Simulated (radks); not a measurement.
Neutral technetium inside a hard spherical wall (all orbitals vanish at R), configuration held at [Kr] 4d5 5s2 and not refilled when levels cross. All-electron calculation, scalar-relativistic Kohn-Sham, PBEsol, spin-polarised, spherical densities, finite nucleus; open shells are filled with parallel spins first (spin-orbit coupling, left out, can overturn this in heavy ions); Fermi nuclear charge, rms radius 4.4112 fm. Program: a radial shooting solver on a logarithmic mesh with Libxc functionals. Eigenvalues in eV for spin up, with the zero of energy where the potential of the charges vanishes at infinity; a dash marks a level that is unbound or too diffuse for the functional's potential to be trusted. A positive occupied level is held by the wall or, in an anion where self-interaction has pushed it up, behind a barrier. The pressure on the wall is -dE/dV.

| R (bohr) | E (hartree) | kinetic (hartree) | e(4s) | e(4p) | e(4d) | e(5s) | e(5p, empty) | e(6s, empty) | pressure (GPa) |
|---|---|---|---|---|---|---|---|---|---|
| free | -4283.42697 | 4422.494 | -74.302 | -46.406 | -7.831 | -5.596 | -1.606 | - | 0 |
| 15 | -4283.42696 | 4422.494 | -74.301 | -46.405 | -7.830 | -5.596 | -1.604 | 0.327 | < 0.0001 |
| 12 | -4283.42690 | 4422.495 | -74.294 | -46.398 | -7.823 | -5.590 | -1.581 | 0.853 | 0.00121 |
| 8 | -4283.42145 | 4422.537 | -74.031 | -46.135 | -7.573 | -5.367 | -1.095 | 4.367 | 0.221 |
| 4 | -4282.85820 | 4424.961 | -67.313 | -39.611 | -1.411 | 3.603 | 11.806 | 48.259 | 111 |
| 3 | -4280.99266 | 4431.876 | -57.058 | -29.768 | 9.261 | 25.072 | 38.594 | 117.60 | 1020 |
| 2.5 | -4277.64180 | 4443.763 | -45.357 | -18.010 | 23.273 | 57.252 | 75.811 | 202.46 | 4040 |
| 2 | -4267.49571 | 4477.093 | -20.149 | 9.026 | 56.171 | 137.97 | 163.63 | 385.92 | 20500 |
